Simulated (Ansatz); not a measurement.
Total energies of C3H5ClSi, SMILES `ClC1=CC[SiH2]1`.

```csv
atom,x (Å),y (Å),z (Å)
Cl1,0.737,-0.031,-2.831
C2,0.309,-0.015,-1.177
C3,-0.733,0.609,-0.607
C4,-0.668,0.313,0.879
Si5,0.886,-0.689,0.457
H6,-1.490,1.215,-1.101
H7,-0.528,1.200,1.501
H8,-1.527,-0.247,1.256
H9,2.187,-0.192,0.977
H10,0.827,-2.163,0.645
```

Charge 0, multiplicity 1. The geometry is a stationary point of PBE0-D4/def2-TZVP. Basis def2-TZVPP, the Gaussian-basis code of Ansatz.

RPA on PBE orbitals: Hartree–Fock energy of these orbitals -864.91018 Eh, correlation -1.32439 Eh (frozen core).

```json
{"functional": "LDA (SPW92)", "energy without D4 (Eh)": "-863.30410", "D4 term (kJ/mol)": "–"}
{"functional": "PBE", "energy without D4 (Eh)": "-866.54868", "D4 term (kJ/mol)": "-24.5"}
{"functional": "revPBE", "energy without D4 (Eh)": "-866.86677", "D4 term (kJ/mol)": "-73.8"}
{"functional": "BLYP", "energy without D4 (Eh)": "-866.97784", "D4 term (kJ/mol)": "-54.1"}
{"functional": "r2SCAN", "energy without D4 (Eh)": "-866.91456", "D4 term (kJ/mol)": "-5.9"}
{"functional": "B97M-V", "energy without D4 (Eh)": "-866.85629", "D4 term (kJ/mol)": "–"}
{"functional": "PBE0", "energy without D4 (Eh)": "-866.62810", "D4 term (kJ/mol)": "-20.7"}
{"functional": "B3LYP", "energy without D4 (Eh)": "-867.08093", "D4 term (kJ/mol)": "-39.7"}
{"functional": "r2SCANh", "energy without D4 (Eh)": "-866.90656", "D4 term (kJ/mol)": "-6.3"}
{"functional": "r2SCAN0", "energy without D4 (Eh)": "-866.89573", "D4 term (kJ/mol)": "-6.9"}
{"functional": "HSE06 (plane-wave form)", "energy without D4 (Eh)": "-866.60695", "D4 term (kJ/mol)": "-19.3"}
{"functional": "BHLYP", "energy without D4 (Eh)": "-866.96679", "D4 term (kJ/mol)": "-30.7"}
{"functional": "CAM-B3LYP", "energy without D4 (Eh)": "-866.99187", "D4 term (kJ/mol)": "-21.0"}
{"functional": "LC-ωPBE", "energy without D4 (Eh)": "-866.74354", "D4 term (kJ/mol)": "–"}
{"functional": "ωB97X-V", "energy without D4 (Eh)": "-866.89690", "D4 term (kJ/mol)": "–"}
{"functional": "ωB97M-V", "energy without D4 (Eh)": "-866.94558", "D4 term (kJ/mol)": "–"}
{"functional": "B2PLYP", "energy without D4 (Eh)": "-866.68378", "D4 term (kJ/mol)": "–"}
{"functional": "PBE-QIDH", "energy without D4 (Eh)": "-866.43979", "D4 term (kJ/mol)": "–"}
```

B3LYP takes the VWN-RPA correlation (the form of Gaussian; ORCA's B3LYP/G). HSE06 is the plane-wave form, built on full-range PBE exchange. The double hybrids freeze the cores in their second-order part.

LC-ωPBE has ω = 0.4 bohr⁻¹.
